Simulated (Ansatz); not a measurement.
C2H6O2Si (`COC1O[SiH2]1`), relaxed with RKS PBE0-D4/def2-TZVP in Ansatz from a PBE-D4/def2-SVP geometry. The force threshold is 0.005 eV/Å; the program also tests the step.

Total charge 0; spin multiplicity 1.

Start:

```xyz
11

C    -0.380    1.735   -0.621
O    -0.009    0.885    0.461
C     0.538   -0.309    0.045
O    -0.411   -1.257   -0.553
Si    0.133   -1.855    0.966
H    -1.171    1.270   -1.248
H    -0.765    2.675   -0.183
H     0.496    1.970   -1.271
H     1.439   -0.186   -0.601
H     0.983   -3.087    0.914
H    -0.852   -1.842    2.091
```

**Question.** How much energy does the relaxation release, and in how many steps? (Best estimate.)

**Answer.** The calculation gave: 1.81 kcal/mol, in 7 steps.

**Question.** Which bonds change most? (Estimate.)

**Answer.** Computed: O4–Si5 from 1.721 to 1.666 Å; C3–Si5 from 1.844 to 1.813 Å; C3–H9 from 1.116 to 1.094 Å; C1–H8 from 1.116 to 1.097 Å.

**Question.** Give the relaxed structure. (An estimate is asked.)

**Answer.** The calculation gave: 
```xyz
11

C    -0.371    1.723   -0.625
O    -0.027    0.886    0.464
C     0.526   -0.299    0.069
O    -0.426   -1.253   -0.519
Si    0.127   -1.838    0.939
H    -1.147    1.263   -1.243
H    -0.744    2.656   -0.205
H     0.507    1.932   -1.248
H     1.392   -0.179   -0.590
H     0.989   -3.040    0.889
H    -0.826   -1.852    2.069
```
